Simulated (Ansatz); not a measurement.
A geometry relaxed with PBE-D3(BJ)/def2-TZVP in Ansatz (a first-principles code), charge 0, multiplicity 1:

```xyz
7

Al     0.2735     0.1840    -0.1888
S     -0.9769     1.9028    -0.7292
H     -2.1277     1.2235    -0.5053
H      2.6807    -0.8045     0.0749
H     -1.7678    -1.2014     0.7612
S     -0.5104    -1.6919     0.6407
S      2.4286     0.3875    -0.5192
```

Task: Write the SMILES of this molecule.

Result: `[SH][Al]([SH])[SH]`
